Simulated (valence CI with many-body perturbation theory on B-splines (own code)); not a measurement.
## Energy levels of Ir XXXVIII

Calculated by relativistic CI+MBPT: four valence electrons over a frozen Dirac-Fock core [Kr], a basis of 9 s, 9 p, 10 d, 8 f, 5 g, 3 h, 1 i functions for each j, with the one-electron correlation potential Σ1 (screened to all orders), the two-electron term Σ2, the three-electron term Σ3, Breit, model QED; selected single and double excitations, second order for the rest (own B-spline code, finite nucleus).

No measured spectrum was set against this ion. As an estimate, large intervals hold to a few tenths of a per cent, small ones and those within an open d or f shell to about a per cent. Only levels of the ground parity were solved; by the run's estimate the other parity begins above the list, which can be wrong where configurations are misplaced.

Levels 1 to 34 of 34, with energies above the lowest level, (4d3/2^4) J=0. "Leading %" is the weight of the configuration and term that name the level; weights of strongly mixed levels are sums over their largest components and can fall short. In the jj column 3d3/2^4 stands for four electrons in 3d with j = 3/2. Lifetimes count E1, E2, E3, M1 and M2 decay at the calculated energies, and are blank where another channel may lead or the interval is too uncertain; long ones can be off by a factor of two.

```csv
No.,Configuration,Term,J,E (cm⁻¹),Leading %,Lifetime,Leading jj,Second component
1,4d⁴,³P,0,0,59,,4d3/2^4 (98 %),28 % 4d⁴ ⁵D
2,4d⁴,⁵D,1,150450,60,11.4 μs,4d3/2^3 4d5/2 (98 %),40 % 4d⁴ ³P
3,4d⁴,³F,4,192640,29,,4d3/2^3 4d5/2 (98 %),24 % 4d⁴ ³H
4,4d⁴,⁵D,2,196690,40,548 μs,4d3/2^3 4d5/2 (91 %),16 % 4d⁴ ³D
5,4d⁴,³F,3,208330,29,17.7 ms,4d3/2^3 4d5/2 (93 %),21 % 4d⁴ ⁵D
6,4d⁴,⁵D,0,330910,65,4.17 μs,4d3/2^2 4d5/2^2 (97 %),22 % 4d⁴ ¹S
7,4d⁴,⁵D,2,334830,48,6.19 μs,4d3/2^2 4d5/2^2 (93 %),18 % 4d⁴ ³F
8,4d⁴,³H,4,341880,40,11.2 μs,4d3/2^2 4d5/2^2 (97 %),37 % 4d⁴ ⁵D
9,4d⁴,⁵D,3,346070,48,11.2 μs,4d3/2^2 4d5/2^2 (92 %),34 % 4d⁴ ³G
10,4d⁴,³H,5,362060,67,21.3 μs,4d3/2^2 4d5/2^2 (100 %),33 % 4d⁴ ³G
11,4d⁴,³P,1,373570,42,10.2 μs,4d3/2^2 4d5/2^2 (95 %),40 % 4d⁴ ³D
12,4d⁴,¹I,6,373940,52,46.3 ms,4d3/2^2 4d5/2^2 (99 %),48 % 4d⁴ ³H
13,4d⁴,³F,3,386810,44,,4d3/2^2 4d5/2^2 (97 %),25 % 4d⁴ ³D
14,4d⁴,³G,4,388980,55,50.0 μs,4d3/2^2 4d5/2^2 (98 %),38 % 4d⁴ ¹G
15,4d⁴,³F,2,392910,32,34.8 μs,4d3/2^2 4d5/2^2 (97 %),31 % 4d⁴ ³D
16,4d⁴,³F,2,433610,49,7.39 μs,4d3/2^2 4d5/2^2 (96 %),29 % 4d⁴ ³P
17,4d⁴,³F,4,447690,65,25.6 μs,4d3/2^2 4d5/2^2 (94 %),25 % 4d⁴ ¹G
18,4d⁴,¹D,2,485430,38,93.1 μs,4d3/2^2 4d5/2^2 (92 %),34 % 4d⁴ ³P
19,4d⁴,⁵D,4,525120,34,4.80 μs,4d3/2 4d5/2^3 (93 %),24 % 4d⁴ ³H
20,4d⁴,³F,3,527860,44,4.24 μs,4d3/2 4d5/2^3 (96 %),28 % 4d⁴ ⁵D
21,4d⁴,³P,0,530340,61,14.4 μs,4d3/2^2 4d5/2^2 (74 %),39 % 4d⁴ ¹S
22,4d⁴,³D,1,543920,52,3.31 μs,4d3/2 4d5/2^3 (96 %),28 % 4d⁴ ³P
23,4d⁴,³G,5,548630,67,8.69 μs,4d3/2 4d5/2^3 (100 %),33 % 4d⁴ ³H
24,4d⁴,³H,6,552820,52,10.1 μs,4d3/2 4d5/2^3 (99 %),48 % 4d⁴ ¹I
25,4d⁴,³F,2,573970,47,5.10 μs,4d3/2 4d5/2^3 (94 %),39 % 4d⁴ ³P
26,4d⁴,³D,3,580740,36,6.97 μs,4d3/2 4d5/2^3 (98 %),33 % 4d⁴ ¹F
27,4d⁴,¹S,0,607710,78,9.65 μs,4d3/2 4d5/2^3 (69 %),17 % 4d⁴ ³P
28,4d⁴,³P,1,625640,90,5.68 μs,4d3/2 4d5/2^3 (98 %),8 % 4d⁴ ³D
29,4d⁴,³F,3,626180,65,8.39 μs,4d3/2 4d5/2^3 (99 %),32 % 4d⁴ ¹F
30,4d⁴,¹G,4,631550,67,6.67 μs,4d3/2 4d5/2^3 (96 %),22 % 4d⁴ ³F
31,4d⁴,¹D,2,642070,63,7.74 μs,4d3/2 4d5/2^3 (86 %),26 % 4d⁴ ³P
32,4d⁴,³F,4,736870,47,3.16 μs,4d5/2^4 (97 %),21 % 4d⁴ ¹G
33,4d⁴,¹D,2,769800,36,3.07 μs,4d5/2^4 (92 %),24 % 4d⁴ ³D
34,4d⁴,³P,0,851860,50,2.35 μs,4d5/2^4 (90 %),48 % 4d⁴ ¹S
```

The ionisation energy to 4d³ ⁴F3/2 of the next ion comes out as 1685.1 eV (NIST: 1684 ± 4 eV (theoretical)). All 34 levels together are meant to be complete up to 885950 cm⁻¹.
